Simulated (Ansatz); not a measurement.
Reaction (atomization): `CC(=S)[SiH2]O` → 2 C• + 6 H• + O• + S• + Si•

Isolated molecules relaxed with PBE0-D4/def2-TZVP in Ansatz; ΔE leaves out vibrations. CBS: MP2 limit from def2 TZ/QZ plus the TZ coupled-cluster correction, frozen cores. This one scheme is used for every species, atoms too. DFT in def2-TZVPP. Open shells (•) are unrestricted, without spin–orbit coupling. Spin–orbit coupling would lower the free atoms: a little for C, O, S, Si. One conformer a species, not always the lowest.

`CC(=S)[SiH2]O`:

Z-matrix (Å, degrees):
```
C
C 1 1.487
H 1 1.096 2 109.7
H 1 1.096 2 109.8 3 -116.0
H 1 1.090 2 112.2 3 122.0
S 2 1.622 1 123.3 3 -121.6
Si 2 1.897 1 119.9 3 58.4
O 7 1.633 2 108.6 1 -179.8
H 7 1.487 2 108.2 1 -58.6
H 7 1.487 2 108.2 1 59.1
H 8 0.969 7 111.3 2 -0.2
```

What is ΔE at CCSD(T)/CBS? (An estimate is asked.)

Ansatz gave: +978.2 kcal/mol.

What do these levels give: r2SCAN-D4, PBE0-D4, r2SCANh-D4, ωB97X-V, PBE-QIDH, BLYP, BHLYP, CAM-B3LYP, MP2/def2-SVP, CCSD(T)/def2-SVP, MP2/def2-TZVPP, SCS-MP2/def2-TZVPP? (Best estimate.)

Computed: r2SCAN-D4 979.7, PBE0-D4 975.7, r2SCANh-D4 972.8, ωB97X-V 978.5, PBE-QIDH 968.8, BLYP 960.6, BHLYP 937.5, CAM-B3LYP 971.5, MP2/def2-SVP 926.3, CCSD(T)/def2-SVP 914.6, MP2/def2-TZVPP 967.5, SCS-MP2/def2-TZVPP 962.2 kcal/mol.

Largest T1 diagnostic among the species: 0.015.

At CCSD(T), def2-SVP lies −63.6 kcal/mol from the extrapolated value and def2-TZVPP −27.6 kcal/mol: correlation converges slowly with the basis, and small sets miss more of it in the bonded molecule than in its fragments. From BLYP to BHLYP (50 % exact exchange), in def2-TZVPP and without D4, ΔE moves by −23.1 kcal/mol: exact exchange takes away binding that semilocal exchange gives to molecules. In def2-TZVPP, CCSD(T) changes the Hartree–Fock value by +247.6 kcal/mol (the triples alone add +16.8 kcal/mol) and MP2 by +264.6 kcal/mol; breaking electron pairs costs correlation energy, which Hartree–Fock lacks.

For atomizations the MP2-based limit and the directly extrapolated one differ by several kJ/mol either way, and by 10 to 25 for some Ge, Se and Sn compounds, so smaller differences from it don't rank the levels.
